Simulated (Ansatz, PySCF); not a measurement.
This singlet lies 1.89 eV below the relaxed triplet at the level composite: frozen-core CCSD(T) with HF/cc-pVQZ and the correlation energy extrapolated as X^-3 from cc-pVTZ and cc-pVQZ, plus CCSDT(Q) minus CCSD(T) in cc-pVDZ // PBE0-D3(BJ)/def2-TZVP (Ansatz, a program for electronic structure).

Z-matrix (Å, degrees):
```
O
H 1 0.9613
Ge 1 1.7906 2 111.47
H 3 1.5991 1 92.32 2 -179.97
```
Charge 0, spin multiplicity 1.

**Question.** What is the computed LUMO, dipole moment, HOMO–LUMO gap, HOMO and total energy (PBE0-D3(BJ)/def2-TZVP (PySCF))?

**Answer.** 
| Quantity | Result |
|---|---|
| LUMO | -2.24 eV |
| dipole moment | 1.45 D |
| HOMO–LUMO gap | 4.48 eV |
| HOMO | -6.72 eV |
| total energy | -2153.1121 Ha |
